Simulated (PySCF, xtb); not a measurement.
C4H2BrF, SMILES C#C/C=C(\F)Br.

xtb with GFN2-xTB at its own geometry gives an orbital gap of 3.63 eV and a dipole moment of 2.75 D.

Geometry: PBE-D3(BJ)/def2-SVP. The structure was generated by enumeration; whether it is a known compound was not checked.

Question: What does PBE/def2-TZVP in PySCF give? (The exact figures need the calculation; the answer reports its results.)

Answer: gap 3.75 eV (levels -5.96 and -2.21 eV), dipole 0.75 D.
